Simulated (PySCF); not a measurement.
C5H8Si, SMILES C#CC(=C)[SiH2]C.

Geometry: PBE-D3(BJ)/def2-SVP. This is a generated structure with no PubChem entry under its InChIKey; it may be hypothetical. The values are those of a single conformer.

All values below come from PySCF 2.14.0 with PBE-D3(BJ)/def2-SVP.

Frequencies are harmonic and unscaled.

```
mode  ν (cm⁻¹)  IR (km/mol)  moving atoms (share of kinetic energy)
----  --------  -----------  --------------------------------------
1           52          0.4                 C 56 %, H 32 %, Si 11 %
2          108          0.0                  C 65 %, H 27 %, Si 8 %
3          151          0.1                          H 72 %, C 21 %
4          175          0.6                 H 47 %, C 36 %, Si 17 %
5          262          4.7                          C 68 %, H 26 %
6          281          3.1                          C 65 %, H 28 %
7          445          7.3                 C 50 %, H 37 %, Si 13 %
8          477         14.6                 C 45 %, H 35 %, Si 20 %
9          491          5.2                          H 70 %, C 25 %
10         605          3.3                          C 65 %, H 29 %
11         625         35.1                          H 76 %, C 23 %
12         630         34.4                          H 77 %, C 23 %
13         667          6.4                  H 63 %, C 28 %, Si 9 %
14         691          8.0                 H 51 %, C 35 %, Si 13 %
15         721         18.2                  H 57 %, C 34 %, Si 8 %
16         742         34.1                 H 74 %, C 14 %, Si 12 %
17         856         31.0                          H 78 %, C 17 %
18         868        229.0                 H 79 %, Si 12 %, C 10 %
19         908         49.2                                  H 88 %
20         912         50.7                          H 73 %, C 27 %
21         916         11.1                          H 54 %, C 46 %
22        1162          3.3                          C 71 %, H 27 %
23        1214         17.5                          H 79 %, C 21 %
24        1369          7.8                          H 83 %, C 17 %
25        1381          5.5                                  H 96 %
26        1386          2.0                                  H 96 %
27        1595          1.5                          C 88 %, H 11 %
28        2128          5.0                           C 91 %, H 9 %
29        2152        100.5                                  H 97 %
30        2158        108.8                                  H 96 %
31        2979          2.4                                  H 97 %
32        3064          6.0                                  H 95 %
33        3083          1.6                           H 91 %, C 9 %
34        3084          2.3                           H 91 %, C 9 %
35        3168          2.6                          H 89 %, C 11 %
36        3407         82.6                          H 86 %, C 14 %
```
